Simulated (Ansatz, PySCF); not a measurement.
C₂H₆BFO (SMILES CCB(O)F), singlet, at a GFN2-xTB geometry, with bond 8-4 at 2.4 times its length. Base run: CASSCF(4,3)/6-31G (PySCF).

Input for PySCF:
```python
from pyscf import gto, scf, mcscf
import numpy

mol = gto.M(
    atom='''
B     0.18569128    0.27107935    0.52998451
F     0.68811954    0.13065850    1.75791099
C    -0.04196034   -1.03982700   -0.35050706
C    -0.62120407   -0.78609412   -1.74451260
H    -0.70078725   -1.72130863    0.19283156
H     0.90825001   -1.57014191   -0.44824823
H     0.04229961   -0.15000317   -2.32831376
H    -2.95845631    0.37133818   -1.57996234
H    -0.74823414   -1.72181337   -2.28398637
O    -0.07642209    1.52907780    0.16874605
H    -0.43763813    1.65867881   -0.70730512
''',
    basis='6-31g',
    verbose=3,
)

mf = scf.RHF(mol)
mf.kernel()
mc = mcscf.CASSCF(mf, 3, 4)
mc.fix_spin_(ss=0.0)
mc.kernel()
occ = numpy.linalg.eigvalsh(mc.fcisolver.make_rdm1(mc.ci, mc.ncas, mc.nelecas))[::-1]
ss = mc.fcisolver.spin_square(mc.ci, mc.ncas, mc.nelecas)[0]
print('natural occupations', occ.round(4), ' <S^2>', round(ss, 4))
```

Programs used: Ansatz (a first-principles code), PySCF; a row that names a program was run with it.

Each row names what was changed in the base input (with any setting that the change needs).

```json
[
 {"change": "base", "ΔE vs base (mEh)": "0.000", "natural occupations": "2.00 1.48 0.52", "<S^2> of the state": "0.00"},
 {"change": "start = MP2 natural orbitals", "ΔE vs base (mEh)": "0.000", "natural occupations": "2.00 1.48 0.52", "<S^2> of the state": "0.00"},
 {"change": "active space = 4 electrons, 4 orbitals", "ΔE vs base (mEh)": "-12.299", "natural occupations": "1.99 1.48 0.52 0.01", "<S^2> of the state": "0.00"},
 {"change": "orbitals = fixed (CASCI); correction = SC-NEVPT2", "ΔE vs base (mEh)": "-455.1", "natural occupations": "2.00 1.56 0.44", "<S^2> of the state": "0.00"},
 {"change": "fix_spin_ = off", "ΔE vs base (mEh)": "0.000", "natural occupations": "2.00 1.48 0.52", "<S^2> of the state": "0.00"},
 {"change": "orbitals = fixed (CASCI)", "ΔE vs base (mEh)": "20.056", "natural occupations": "2.00 1.56 0.44", "<S^2> of the state": "0.00"},
 {"change": "conv_tol = 1e-5", "ΔE vs base (mEh)": "0.173", "natural occupations": "2.00 1.48 0.52", "<S^2> of the state": "0.00"},
 {"change": "active space = 4 electrons, 5 orbitals", "ΔE vs base (mEh)": "-13.661", "natural occupations": "1.98 1.48 0.52 0.01 0.00", "<S^2> of the state": "0.00"},
 {"change": "solver = newton", "ΔE vs base (mEh)": "0.000", "natural occupations": "2.00 1.48 0.52", "<S^2> of the state": "0.00"},
 {"change": "code = ansatz; correction = SC-NEVPT2, all electrons", "ΔE vs base (mEh)": "-458.2", "natural occupations": "-", "<S^2> of the state": "-"},
 {"change": "code = ansatz", "ΔE vs base (mEh)": "0.014", "natural occupations": "-", "<S^2> of the state": "-"}
]
```

Active orbitals are taken around the Fermi level unless the row says otherwise; CASSCF can end in different local minima, and two programs can end on different orbitals. State-averaged rows give the lowest state.
